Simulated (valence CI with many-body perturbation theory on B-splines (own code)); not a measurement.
The numbers below are computed, except where a source is named.
From CI to CI+MBPT in Ho53+

Method: valence CI with perturbative core correlation (CI+MBPT): four valence electrons over a frozen Dirac-Fock core [Ne], a basis of 11 s, 11 p, 9 d, 7 f, 5 g, 2 h, 1 i functions for each j, with the one-electron correlation potential Σ1, the two-electron term Σ2, the three-electron term Σ3, Breit, model QED; selected CI, second order for the rest (own B-spline code, finite nucleus).

No measured spectrum was set against this ion. As an estimate, large intervals hold to a few tenths of a per cent, small ones and those within an open d or f shell to about a per cent.

Each rung adds one term. CI alone is the Dirac-Coulomb CI over the frozen core; QED comes last and gives the full result, which names the levels. Energies are above (3s^2 3p1/2^2) J=0 on the same rung, in eV.

Levels are named by their leading jj configuration (3d3/2^4 stands for four electrons in 3d with j = 3/2), which in mixed levels can hold well under half, so a name can repeat and another be missing. Letters in brackets count levels of one name in rising energy.

```tsv
Level	CI alone
(3s^2 3p1/2 3p3/2) J=1	216.25
(3s^2 3p1/2 3p3/2) J=2	225.01
(3s 3p1/2^2 3p3/2) J=2	360.80
(3s 3p1/2^2 3p3/2) J=1	386.17
(3s^2 3p1/2 3d3/2) J=2	412.61
(3s^2 3p3/2^2) J=2	447.22
(3s^2 3p1/2 3d3/2) J=1	450.14
(3s^2 3p3/2^2) J=0	465.01
(3s^2 3p1/2 3d5/2) J=2	480.88
(3s^2 3p1/2 3d5/2) J=3	482.18
(3s 3p1/2^2 3d3/2) J=1	559.97
(3s 3p1/2^2 3d3/2) J=2	566.50
(3s 3p1/2 3p3/2^2) J=2 [a]	571.61
(3s 3p1/2 3p3/2^2) J=3	587.53
(3s 3p1/2 3p3/2^2) J=0	597.21
(3s 3p1/2 3p3/2^2) J=1 [a]	610.15
```

**Question.** What do these energies become with core correlation, Breit and QED?

**Answer.** (3s^2 3p1/2 3p3/2) J=1 213.95 (-2.294); (3s^2 3p1/2 3p3/2) J=2 222.30 (-2.705); (3s 3p1/2^2 3p3/2) J=2 357.55 (-3.257); (3s 3p1/2^2 3p3/2) J=1 382.76 (-3.408); (3s^2 3p1/2 3d3/2) J=2 408.14 (-4.469); (3s^2 3p3/2^2) J=2 442.43 (-4.798); (3s^2 3p1/2 3d3/2) J=1 445.36 (-4.778); (3s^2 3p3/2^2) J=0 460.50 (-4.509); (3s^2 3p1/2 3d5/2) J=2 475.22 (-5.662); (3s^2 3p1/2 3d5/2) J=3 476.07 (-6.118); (3s 3p1/2^2 3d3/2) J=1 555.18 (-4.794); (3s 3p1/2^2 3d3/2) J=2 561.38 (-5.120); (3s 3p1/2 3p3/2^2) J=2 [a] 566.26 (-5.356); (3s 3p1/2 3p3/2^2) J=3 581.44 (-6.087); (3s 3p1/2 3p3/2^2) J=0 592.07 (-5.138); (3s 3p1/2 3p3/2^2) J=1 [a] 604.40 (-5.748).

**Question.** How does the ionisation energy move along the ladder, and which term matters most?

**Answer.** CI alone 5143.2, + Σ1 5144.3, + Σ2 5144.4, + Σ3 5144.2, + Breit 5137.2, + QED 5137.2 eV. The largest step is Breit, -7.0 eV. NIST lists 5135 ± 5 eV (theoretical).
